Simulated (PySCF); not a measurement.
**Static response to an electric field**

Species: C₅H₁₂OSi.
Structure used (GFN2-xTB), in Å, numbered top down from 1:
```xyz
19
C5H12OSi angstrom
C     -2.2663    0.1830    1.4801
C     -1.9240   -0.5980    0.4735
C     -1.2333   -0.1367   -0.7688
C      0.0845   -0.8826   -0.9924
C      1.0899   -0.6407    0.1300
Si     1.6710    1.1651    0.3018
O      2.9780    1.2640    1.2692
H     -2.7648   -0.1970    2.3560
H     -2.0648    1.2416    1.4679
H     -2.1379   -1.6595    0.5114
H     -1.8892   -0.3240   -1.6252
H     -1.0424    0.9360   -0.7139
H      0.5157   -0.5607   -1.9432
H     -0.1250   -1.9541   -1.0714
H      0.6479   -0.9744    1.0714
H      1.9574   -1.2846   -0.0451
H      1.9946    1.6816   -1.0353
H      0.7469    2.0248    1.0267
H      3.7521    0.7255    1.1301
```

Level: CAM-B3LYP/def2-SVPD (PySCF), static field, nuclei fixed, core orbitals frozen in the response. The polarisability tensor in these axes (au):

```
x   92.13  2.61 -4.77
y    2.61 85.12  6.66
z   -4.77  6.66 88.18
```

Task: Diagonalise the tensor; give its mean and Δα, where Δα² is half the sum of the squared differences of the eigenvalues.

Result: Principal values 78.00, 91.72 and 95.71 au; mean 88.48 au = 13.11 Å³ = 14.59 × 10⁻⁴⁰ C²·m²/J; Δα = 16.09 au (18 % of the mean).

Task: What is the dipole moment, and where does it point?

Result: (0.33, -1.64, -1.04) D, 1.96 D in size, pointing from the negative to the positive side. Measured along this direction, the outermost atoms are H9 and H18 at the negative end and H14 at the positive end.

Task: Find the Langevin capture rate constant for H3O+ (19.018 u) meeting this molecule (116.066 u), k = 2.342 × 10⁻⁹ cm³/s × √(α in Å³ / reduced mass in u).

Result: The reduced mass is 16.34 u, so k = 2.10 × 10⁻⁹ cm³/s. The formula leaves out the permanent dipole, which adds to the capture rate.

Task: Form Σ f/ω² (atomic units) for the 8 lowest TDDFT singlets, given as eV and f, and set it beside the mean polarisability, which is this sum over all singlets: 7.05, 0.0037; 7.38, 0.2172; 7.46, 0.0897; 7.69, 0.0438; 7.78, 0.0062; 7.86, 0.0054; 7.91, 0.0212; 8.11, 0.0020.

Result: They add up to 5.17 au, 5.8 % of the 88.48 au; the largest single term is 2.95 au, from the state at 7.38 eV. Terms in order: 0.06, 2.95, 1.19, 0.55, 0.08, 0.06, 0.25, 0.02 au. Higher excitations give the rest. The strengths listed sum to 0.389.

Task: Orientational against electronic polarisability at 400 K (dilute gas, rigid molecules)?

Result: In Gaussian units μ²/3kT = 23.27 Å³ against 13.11 Å³, a ratio of 1.78; the Debye molar polarisation (4π/3)N_A(α + μ²/3kT) is 91.8 cm³/mol, leaving out the vibrational part.

Geometry: GFN2-xTB, one conformer, isolated molecule.

These values come from a run that also computed excited states. The run took 68 s wall on Intel Xeon Platinum 8488C, one thread, shared host with 96 logical CPUs at a one-minute load of 62, and the process peaked at 1.1 GiB of memory.
